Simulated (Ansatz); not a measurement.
The cluster Cu3O4. The state is a doublet with charge 0. Geometry PBE-D4/def2-SVP; atoms count from 1.

```xyz
7

Cu   -0.3374   -1.1053    0.6296
Cu    0.1194    0.7540   -1.0721
Cu    0.6893    1.1087    1.3963
O    -0.6313   -0.7173   -1.9685
O    -0.8728   -1.6963   -1.0719
O     0.8216    2.0761   -0.0983
O     0.2110   -0.4199    2.1849
```

The structure holds 1 bond(s) between oxygen atoms. The charge 0 doublet is spin-contaminated (final ⟨S²⟩ up to 1.76, 0.75 for a pure state). No other spin state of charge 0 was run. The geometry of the doublet was relaxed on an unsound state (⟨S²⟩ 1.40, where a pure state has 0.75). The structure comes from a short search, and lower isomers may exist.

**Question.** Estimate the Mulliken populations from the PBE0/def2-TZVP orbitals of Ansatz.

**Answer.** 
```
atom  charge (e)  spin (α − β)  d electrons
 Cu1        0.42          0.20         9.64
 Cu2        0.42          0.20         9.64
 Cu3        0.54          0.33         9.50
  O4       -0.14         -0.47            –
  O5       -0.14         -0.47            –
  O6       -0.55          0.61            –
  O7       -0.55          0.61            –
```
Mulliken values and Mayer orders depend strongly on the basis.

**Question.** Where does the spin sit?

**Answer.** Summed by element: Cu 0.72, O 0.28, of 1 unpaired in all. Largest on single atoms: O6 0.61, O7 0.61, O4 -0.47.

**Question.** And the Mayer bond orders between bonded heavy atoms (over 0.3)?

**Answer.** Cu1–O5 0.59 (1.88 Å); Cu1–O7 0.83 (1.79 Å); Cu2–O4 0.59 (1.88 Å); Cu2–O6 0.83 (1.79 Å); Cu3–O6 0.94 (1.79 Å); Cu3–O7 0.94 (1.79 Å); O4–O5 1.27 (1.35 Å).
